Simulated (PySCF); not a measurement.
**Computed structure and properties of [Er(NH3)]3+**

System: [Er(NH3)]3+ (singlet in the valence; each metal's 4f electrons, 11 of them, lie in its core potential, out of spins and levels); start: template (C3v). Method: PySCF 2.14.0, RKS r2SCAN, Er lcecp-1-SVP with ECP57, N def2-SVP, H def2-SVP; non-relativistic Hamiltonian with scalar-relativistic core potentials where named; density fitting; no spin-orbit coupling.

Input of the relaxation:

```python
mol = gto.M(atom='''
Er     0.00000     0.00000    -0.23761
N     -0.00000    -0.00000     2.24489
H      0.93916     0.00004     2.64289
H     -0.46961     0.81332     2.64289
H     -0.46955    -0.81335     2.64289''',
    basis={'Er': 'lcecp-1-SVP', 'N': 'def2-SVP', 'H': 'def2-SVP'},
    ecp={'Er': 'lcecp-1-SVP'},
    charge=3, spin=0)
mf = dft.RKS(mol, xc='R2SCAN')
mf.grids.atom_grid = (50, 194)  # f atoms: unpruned, at least (60, 302)
mf = mf.density_fit()  # fitting sets: Er AutoAux, N def2-universal-JKFIT, H def2-universal-JKFIT
mf.conv_tol = 1e-08; mf.max_cycle = 55
mf.kernel(dm0)  # dm0: converged density of the start geometry
# quasi-Newton relaxation in Cartesian coordinates to a largest gradient under 0.00045 Eh/bohr, steps kept in the point group
```

Run from Python with OMP_NUM_THREADS=2; the lines above give its settings. Where DIIS fails, smearing, a level shift and second-order steps follow.
It took 11 s on 2 threads of AMD EPYC 7B13 (Zen 3), on a shared host, from the converged density of the start.

Course of the relaxation:

```json
{"step": "0", "energy above end (eV)": "0.1781", "largest force component within the symmetry (eV/Å)": "2.723"}
{"step": "1", "energy above end (eV)": "0.0737", "largest force component within the symmetry (eV/Å)": "1.226"}
{"step": "2", "energy above end (eV)": "0.0165", "largest force component within the symmetry (eV/Å)": "0.449"}
{"step": "3", "energy above end (eV)": "0.0050", "largest force component within the symmetry (eV/Å)": "0.352"}
{"step": "4", "energy above end (eV)": "0.0001", "largest force component within the symmetry (eV/Å)": "0.059"}
{"step": "5", "energy above end (eV)": "0.0000", "largest force component within the symmetry (eV/Å)": "0.007"}
```

Relaxed geometry (C3v):

```xyz
5

Er    0.0000    0.0000   -0.1250
N     0.0000    0.0000    2.1666
H     0.9418    0.0000    2.6315
H    -0.4709    0.8156    2.6315
H    -0.4709   -0.8156    2.6315
```

```csv
contact,Å
Er1–N2 (NH3),2.292
```

On the finer grid (75, 302):

- HOMO: -26.95 eV
- LUMO: -20.74 eV
- Dipole about the centre of mass: 4.06 D
- Set of Mulliken populations of Er1 outside the core potential: s 2.10, p 6.05, d 0.37, f 0.01
- D3(BJ) dispersion energy (not in the energies): -0.025 eV

| atom | Mulliken (e) | Löwdin (e) | spin (e) |
| --- | --- | --- | --- |
| Er1 | 2.46 | 2.37 | 0.00 |
| N2 | -0.38 | 0.01 | 0.00 |
| H3 | 0.31 | 0.21 | 0.00 |
| H4 | 0.31 | 0.21 | 0.00 |
| H5 | 0.31 | 0.21 | 0.00 |

The 4f levels lie in the core potential and are missing. Their spin isn't counted.

No frequency check is given for this geometry.

Taking off one NH3 (charge 0, singlet; the rest: singlet) in vacuum, both parts rigid, costs 5.93 eV; the small basis without counterpoise inflates it. Parting with an electron moved from the ligand to the metal can be far cheaper, even downhill.

Rigid scan of NH3 along the line from its metal:

distance to N2 (Å), energy (eV) and a bar:
```
     1.99      0.681 ##############################
     2.09      0.261 ###########
     2.19      0.056 ##
     2.29      0.000 
     2.39      0.043 ##
     2.49      0.152 #######
     2.69      0.479 #####################
```

One start shape was tried, so this needn't be the lowest isomer.

An lcecp potential fixes the number of 4f electrons, so in runs with it no electron can move into or out of that shell.
